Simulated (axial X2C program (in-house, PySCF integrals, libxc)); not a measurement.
Low determinants of SeS⁻ at the PBE0 level, with spin–orbit coupling

Computed with an in-house relativistic program for diatomic molecules. Two-component (2c) means X2C with spin–orbit coupling and atomic mean-field two-electron Coulomb and Gaunt terms. Basis: Se dyall-acv3z [9s10p7d5f1g], S dyall-av3z [9s8p3d2f] (cores contracted in-house); Gaussian nuclei, density fitting, unrestricted open shells. Masses: Se 79.917 u, S 31.972 u.

Search at 2.152 Å (vertical energies from the lowest determinant):

```csv
ΔE (eV),state,electrons beyond evenly filled partner blocks,"electrons in ±ω = 1/2, 3/2, 5/2, 7/2"
0.00,Ω = 3/2,ω = 3/2,36 13 2 0
0.14,Ω = 1/2,ω = 1/2,35 14 2 0
2.23,Ω = 1/2,"2 × ω = -1/2, ω = 3/2",36 13 2 0
2.59,Ω = 1/2,ω = 1/2,37 12 2 0
2.75,Ω = 5/2,"2 × ω = 1/2, ω = 3/2",36 13 2 0
3.43,Ω = 5/2,"ω = -1/2, 2 × ω = 3/2",35 14 2 0
4.09,Ω = 7/2,"ω = 1/2, 2 × ω = 3/2",35 14 2 0
```

Lowest determinant, Ω = 3/2 (⟨Sz⟩ = 0.50, ⟨Lz⟩ = 1.00 at PBE0): Re = 2.144 Å, ωe = 464.3 cm⁻¹.

The determinant in row 2 of the search, Ω = 1/2 (⟨Sz⟩ = -0.50, ⟨Lz⟩ = 1.00 at PBE0), was followed along the bond at PBE0; measured from the minimum of the lowest determinant it gives:

Te = 0.142 eV (1144 cm⁻¹), Re = 2.143 Å, ωe = 464.0 cm⁻¹.

(1) Compare the bond of the determinant in row 2 with that of the lowest one.

The search compares states at one distance, so a state with another bond length can lie lower; it is not exhaustive and yields mostly the lowest determinant of each block pattern, so other components and higher states of one pattern are missing. These are energies of single determinants, not of spin-adapted states; PBE0 term energies can be off by some tenths of an eV, and the functional has no current term. For an anion, determinants above electron detachment are held by the basis set. The highest occupied level of some functionals is positive through self-interaction error; at Hartree–Fock it is bound. Row 1 has a positive highest level at its minimum. Row 2 has a positive highest level at its minimum.

Answers

(1) At PBE0 its Re is 0.001 Å shorter and its force constant, which goes as ωe², is 1.00 times that of the lowest determinant. T0 ≈ Te + Δωe/2 = 1144 + (0) = 1144 cm⁻¹.
